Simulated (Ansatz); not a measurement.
Consider the substitution at a C–I bond: `C=CCI` + `[SiH3]S` → `C=CCS[SiH3]` + HI.

Gas-phase electronic energies from Ansatz, PBE0-D4/def2-TZVP geometries. CBS: MP2 limit from def2 TZ/QZ plus the TZ coupled-cluster correction, frozen cores. Functionals use def2-TZVPP. B3LYP here is the variant with VWN-RPA as its local correlation; programs differ in this. def2 core potentials past Kr. For I outer-core shells are correlated without core-valence functions, which leaves a few kJ/mol of doubt a bond. One conformer a species, not always the lowest.

```tsv
level	ΔE (kJ/mol)	difference from CCSD(T)/CBS
PBE-D4	5.4	-4.6
B3LYP-D4	6.7	-3.3
ωB97X-V	3.2	-6.8
PBE	10.8	0.8
PBE0	8.7	-1.3
B3LYP	15.0	5.0
HF/def2-TZVPP	13.3	3.3
MP2/def2-TZVPP	9.3	-0.7
SCS-MP2/def2-TZVPP	10.7	0.7
CCSD/def2-TZVPP	8.1	-1.9
CCSD(T)/def2-TZVPP	7.7	-2.3
MP2/def2-QZVPP	10.7	0.7
SCS-MP2/def2-QZVPP	12.0	2.0
HF/CBS(def2)	13.8	3.8
MP2/CBS(def2)	11.6	1.6
CCSD/CBS(def2)	10.5	0.5
CCSD(T)/CBS	10.0	0
```

Largest T1 diagnostic among the species: 0.011.

In def2-TZVPP, CCSD(T) changes the Hartree–Fock value by −5.7 kJ/mol (the triples alone add −0.5 kJ/mol) and MP2 by −4.1 kJ/mol. The D4 term adds −8.3 kJ/mol with B3LYP and −4.9 kJ/mol with PBE0; it sums over pairs of atoms, weighted by their polarisabilities, and B3LYP, whose exchange is more repulsive, gets the larger term.
